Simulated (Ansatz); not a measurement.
A nudged elastic band was laid between two geometries of C₄H₁₀OSi (16 atoms, charge 0, multiplicity 1).

Method: RKS B3LYP-D4/6-31G in Ansatz 0.2.0.

```json
{"movable images": "7", "climbing image": "yes", "spring": "5.0 eV/Å²", "optimiser": "quadratic models (default)", "start path": "IDPP", "force threshold": "0.03 eV/Å", "iteration limit": "52", "end points": "relaxed"}
```

First end point:

```xyz
16
Properties=species:S:1:pos:R:3
C -0.441 -1.594 0.612
C 0.198 -0.288 0.163
C 1.635 -0.134 0.639
O 0.188 -0.246 -1.354
C -0.647 0.949 -1.676
Si -0.930 1.316 0.209
H -0.479 -1.655 1.707
H -1.460 -1.694 0.224
H 0.148 -2.442 0.239
H 2.240 -0.972 0.268
H 2.081 0.794 0.268
H 1.686 -0.131 1.735
H -1.526 0.659 -2.260
H -0.066 1.684 -2.241
H -2.328 1.161 0.742
H -0.322 2.572 0.769
```

Last end point:

```xyz
16
Properties=species:S:1:pos:R:3
C -0.331 -1.708 0.294
C 0.218 -0.301 0.101
C 1.656 -0.153 0.576
O 0.164 0.036 -1.378
C -0.746 1.217 -1.446
Si -1.000 1.189 0.478
H -0.334 -1.984 1.355
H -1.352 -1.794 -0.090
H 0.296 -2.427 -0.249
H 1.738 -0.362 1.649
H 2.298 -0.862 0.036
H 2.036 0.856 0.389
H -1.621 0.994 -2.063
H -0.222 2.083 -1.862
H -2.372 0.847 0.988
H -0.452 2.348 1.265
```

Q: What changes between the two ends?

A: No bond is made or broken. The dihedral Si6–C2–C3–H12 goes from 79 to -42°. The two ends are copies of one structure, up to a mirror image or an exchange of like atoms.

Q: Give the energies along the band, and the barrier.

A: The run converged. The highest image is number 4 of 0 to 8, 3.3 kcal/mol above the ends, which have the same energy within 2 meV. A vibrational analysis at the climbing image gives one clearly imaginary mode, 232i cm⁻¹: a first-order saddle point. Limits of this set-up: no polarisation functions.

| image | path coordinate (Å) | energy (kcal/mol) | dihedral Si6–C2–C3–H12 (°) |
| --- | --- | --- | --- |
| 0 | 0.00 | 0.0 | 79 |
| 1 | 0.46 | 0.4 | 65 |
| 2 | 0.92 | 1.6 | 49 |
| 3 | 1.38 | 2.8 | 33 |
| 4 | 1.84 | 3.3 | 17 |
| 5 | 2.35 | 2.7 | 0 |
| 6 | 2.86 | 1.3 | -17 |
| 7 | 3.36 | 0.2 | -33 |
| 8 | 3.87 | 0.0 | -42 |

Q: What is the geometry of the highest image?

A: 
```xyz
16
Properties=species:S:1:pos:R:3
C -0.351 -1.663 0.260
C 0.250 -0.270 0.116
C 1.690 -0.184 0.644
O 0.245 0.097 -1.363
C -0.796 1.161 -1.468
Si -0.982 1.216 0.462
H -0.393 -1.960 1.315
H -1.365 -1.711 -0.153
H 0.270 -2.389 -0.280
H 2.029 -1.144 1.052
H 2.343 0.081 -0.193
H 1.817 0.575 1.424
H -1.667 0.808 -2.029
H -0.383 2.046 -1.960
H -2.326 0.895 1.059
H -0.404 2.418 1.157
```

Q: What are the harmonic wavenumbers there?

A: 232i, 60, 207, 270, 323, 362, 388, 466, 517, 577, 595, 683, 743, 778, 867, 924, 932, 955, 995, 1040, 1144, 1155, 1209, 1244, 1261, 1446, 1458, 1522, 1528, 1536, 1539, 1541, 2143, 2169, 3034, 3045, 3070, 3108, 3113, 3123, 3129, 3137 cm⁻¹.

Run time: 7.9 min on 1 thread of Intel(R) Xeon(R) Processor @ 2.70GHz, with other jobs on the host, peak memory 0.21 GiB.
